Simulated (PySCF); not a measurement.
Several structures and their simulated spectra, in scrambled order.

A. `O(C([SiH2]C#CC)=O)C(C)C`
B. SMILES C(C)(C)[Si](N)([SiH3])[SiH3]
C. SMILES FC(F)(F)CC(F)(F)F
D. `C1=NC=CC(CC#C)=C1`

Spectrum 1. ¹H NMR (300 MHz, computed): δ 8.97 (d, 2H), 7.32 (d, 2H), 3.51 (d, 2H), 1.67 (t, 1H). ¹³C{¹H} NMR (computed): δ 156.5 (CH), 152.5 (C), 128.7 (CH), 86.8 (C), 79.9 (CH), 28.6 (CH2).

Spectrum 2. ¹H NMR (300 MHz, computed): δ 5.29 (sept, 1H), 4.48 (s, 2H), 2.12 (s, 3H), 1.32 (d, 6H). ¹³C{¹H} NMR (computed): δ 185.9 (C), 115.8 (C), 78.7 (C), 68.3 (CH), 23.6 (CH3), 6.2 (CH3).

Spectrum 3. ¹H NMR (300 MHz, computed): δ 2.88 (m, 2H). ¹³C{¹H} NMR (computed): δ 131.3 (C), 44.1 (CH2).

Spectrum 4. ¹H NMR (300 MHz, computed): δ 3.36 (s, 6H), 1.21 (m, 6H), 1.14 (m, 1H), -0.28 (br s, 2H). ¹³C{¹H} NMR (computed): δ 23.8 (CH), 21.5 (CH3).

[PySCF 2.14: shieldings: GIAO PBE0/pcSseg-1; GFN2-xTB structure; rapidly exchanging positions averaged; gas phase; no relativistic terms; one conformer]

Referencing at the same level of theory: ¹H (σref 31.72), ¹³C (σref 186.93) vs TMS. Splittings of carbon signals by F and P are missing where no couplings were computed. Where no couplings were computed, multiplicities follow the n + 1 count of equivalent neighbours, and m marks all less simple cases (inequivalent or close neighbours, rings, F or P nearby). Shifts are as computed. Against solution values, carbons near 30 ppm lie about +3 ppm off and those near 130 ppm about +5 ppm. Of 1211 compounds with measured shifts, 218 miss one by over three times the rms of a fit or turn the order of signals round; such compounds aren't used in these exercises. OH and NH positions are gas-phase values without hydrogen bonding to other molecules.

Question: Which spectrum belongs to which compound?

Answer: 1–D, 2–A, 3–C, 4–B.

- Spectrum 1 (D): 6 ¹³C signals; δC 156.5 is an aromatic CH next to a ring nitrogen; δC 128.7 is an aromatic CH.
- Spectrum 2 (A): 6 ¹³C signals; δC 78.7 is an alkyne carbon; δC 68.3 is an sp3 CH bonded to O.
- Spectrum 3 (C): 2 ¹³C signals; δC 131.3 is a CF3 carbon; δC 44.1 is an sp3 CH2.
- Spectrum 4 (B): 2 ¹³C signals; δC 21.5 is a methyl carbon; δH -0.28 is the hydrogen on a nitrogen bonded to Si.
